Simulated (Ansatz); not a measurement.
**Molecular dynamics of CH8AlBOSi**

input.yaml

```yaml
crystal:
  periodic: [false, false, false]
  atoms:
    - { symbol: B, position_ang: [0.274334, 1.797852, 1.292825] }
    - { symbol: Al, position_ang: [-0.084965, 0.128407, 0.216219] }
    - { symbol: Si, position_ang: [-1.919078, -0.334747, -1.094218] }
    - { symbol: C, position_ang: [1.194836, -1.27661, 0.473438] }
    - { symbol: O, position_ang: [1.5264, -0.353628, -0.750634] }
    - { symbol: H, position_ang: [1.256082, 2.450017, 1.158056] }
    - { symbol: H, position_ang: [-0.457737, 2.216033, 2.123626] }
    - { symbol: H, position_ang: [-2.179678, 0.677594, -2.112006] }
    - { symbol: H, position_ang: [-3.155257, -0.423143, -0.325043] }
    - { symbol: H, position_ang: [-1.828037, -1.595446, -1.822377] }
    - { symbol: H, position_ang: [2.047877, -1.275262, 1.182763] }
    - { symbol: H, position_ang: [1.064956, -2.296135, 0.053556] }
    - { symbol: H, position_ang: [2.280768, 0.250268, -0.381506] }
basis:
  gaussian: { orbitals: STO-3G }
hamiltonian:
  xc: pbe
md:
  timestep: 2.0
  n_steps: 40
  ensemble: nvt_langevin
  temperature: 300.0
  initial_velocities: maxwell_boltzmann
  seed: 348960
  friction: 0.02
scf:
  lower_state_search: "off"
```

Launched with:

```bash
$ ansatz run input.yaml --threads 1 --pin off --max-ram 2048MiB --backend cpu --events-out ev --progress --plain --runs-dir out
```

It starts from a relaxed structure.

Output, in part (one step line in 2, the closing report, with atoms numbered from 0):

```
md step     0: t =     0.00 fs  T =   276.9 K  F+E_penalty+E_count = -18130.16154736 eV  E_kin = 0.465336 eV  (14 SCF iters)
md step     2: t =     4.00 fs  T =   192.1 K  F+E_penalty+E_count = -18129.99216324 eV  E_kin = 0.322848 eV  (19 SCF iters)
md step     4: t =     8.00 fs  T =   167.6 K  F+E_penalty+E_count = -18129.88094606 eV  E_kin = 0.281563 eV  (19 SCF iters)
md step     6: t =    12.00 fs  T =   157.3 K  F+E_penalty+E_count = -18129.83669418 eV  E_kin = 0.264382 eV  (19 SCF iters)
md step     8: t =    16.00 fs  T =   109.4 K  F+E_penalty+E_count = -18129.76642090 eV  E_kin = 0.183758 eV  (18 SCF iters)
md step    10: t =    20.00 fs  T =   165.1 K  F+E_penalty+E_count = -18129.83466958 eV  E_kin = 0.277430 eV  (18 SCF iters)
md step    12: t =    24.00 fs  T =   284.2 K  F+E_penalty+E_count = -18129.92411994 eV  E_kin = 0.477544 eV  (18 SCF iters)
md step    14: t =    28.00 fs  T =   250.9 K  F+E_penalty+E_count = -18129.94632228 eV  E_kin = 0.421598 eV  (18 SCF iters)
md step    16: t =    32.00 fs  T =   239.6 K  F+E_penalty+E_count = -18129.98611473 eV  E_kin = 0.402566 eV  (18 SCF iters)
md step    18: t =    36.00 fs  T =   267.8 K  F+E_penalty+E_count = -18129.96543281 eV  E_kin = 0.450000 eV  (18 SCF iters)
md step    20: t =    40.00 fs  T =   198.1 K  F+E_penalty+E_count = -18129.83020286 eV  E_kin = 0.332912 eV  (18 SCF iters)
md step    22: t =    44.00 fs  T =   174.4 K  F+E_penalty+E_count = -18129.75615485 eV  E_kin = 0.292978 eV  (18 SCF iters)
md step    24: t =    48.00 fs  T =   228.3 K  F+E_penalty+E_count = -18129.73889970 eV  E_kin = 0.383587 eV  (19 SCF iters)
md step    26: t =    52.00 fs  T =   233.2 K  F+E_penalty+E_count = -18129.78027281 eV  E_kin = 0.391874 eV  (18 SCF iters)
md step    28: t =    56.00 fs  T =   200.7 K  F+E_penalty+E_count = -18129.84057974 eV  E_kin = 0.337170 eV  (18 SCF iters)
md step    30: t =    60.00 fs  T =   192.7 K  F+E_penalty+E_count = -18129.88820014 eV  E_kin = 0.323874 eV  (18 SCF iters)
md step    32: t =    64.00 fs  T =   258.1 K  F+E_penalty+E_count = -18129.95401713 eV  E_kin = 0.433674 eV  (18 SCF iters)
md step    34: t =    68.00 fs  T =   249.4 K  F+E_penalty+E_count = -18129.86471776 eV  E_kin = 0.419170 eV  (18 SCF iters)
md step    36: t =    72.00 fs  T =   178.9 K  F+E_penalty+E_count = -18129.77783672 eV  E_kin = 0.300602 eV  (18 SCF iters)
md step    38: t =    76.00 fs  T =   203.8 K  F+E_penalty+E_count = -18129.73971234 eV  E_kin = 0.342456 eV  (18 SCF iters)
md step    40: t =    80.00 fs  T =   234.1 K  F+E_penalty+E_count = -18129.86900783 eV  E_kin = 0.393430 eV  (18 SCF iters)
Total energy: -18129.86903473 eV, -666.2603981596 hartree
Atom 0 at     0.005691     1.842311     1.246202 Å, force     0.071703     0.593684    -0.196818 eV/Å
Atom 1 at    -0.201497     0.168356     0.132409 Å, force    -0.044606    -0.213790     0.992811 eV/Å
Atom 2 at    -2.037225    -0.461732    -1.052895 Å, force    -0.511402     0.060614     0.390676 eV/Å
Atom 3 at     1.140896    -1.161299     0.466030 Å, force    -1.981523    -1.364375    -2.029897 eV/Å
Atom 4 at     1.321307    -0.322282    -0.875714 Å, force    -0.353289    -0.984893    -0.068893 eV/Å
Atom 5 at     0.650570     2.770414     0.852338 Å, force    -0.049302    -0.234698     0.154671 eV/Å
Atom 6 at    -0.487558     2.063319     2.309897 Å, force     0.037835    -0.238060    -0.243770 eV/Å
Atom 7 at    -1.878797     0.009152    -2.376688 Å, force     0.232948     0.218570    -1.249767 eV/Å
Atom 8 at    -3.228062     0.265314    -0.676174 Å, force    -0.268537     0.091641     0.345585 eV/Å
Atom 9 at    -2.484644    -1.835854    -1.194245 Å, force     0.198660    -0.212359     0.143655 eV/Å
Atom 10 at     2.006825    -1.029569     1.052477 Å, force     1.977724     0.349640     1.404037 eV/Å
Atom 11 at     1.061149    -2.273350     0.178410 Å, force     0.090222     1.391788     0.140336 eV/Å
Atom 12 at     2.143408     0.247346    -0.697104 Å, force     0.599569     0.542237     0.217374 eV/Å
Dipole moment:     0.632898    -0.017931     0.012832 e Å
```

The run went to its last step. The mean temperature of the second half is 29 % below the set value. A step of 2 fs is long for free X–H stretches (periods near 10 fs) and can bias their spread and the temperature. A run of 0.08 ps of so small a system gives no equilibrium averages. Limits of this set-up: minimal basis.

The same pairs are bonded in the first frame and the last. Pairs count as bonded within 1.25 times the sum of covalent radii (0.12 Å more for H–H).

Last frame:

```xyz
13
Properties=species:S:1:pos:R:3
B 0.006 1.842 1.246
Al -0.202 0.168 0.132
Si -2.037 -0.462 -1.053
C 1.141 -1.161 0.466
O 1.321 -0.322 -0.876
H 0.651 2.770 0.852
H -0.488 2.063 2.310
H -1.879 0.009 -2.377
H -3.228 0.265 -0.676
H -2.485 -1.836 -1.194
H 2.007 -1.030 1.052
H 1.061 -2.273 0.178
H 2.143 0.247 -0.697
```

Time of the run: 43 s on 1 thread of Intel(R) Xeon(R) 6975P-C (Granite Rapids), with other jobs on the host, peak memory 0.22 GiB.
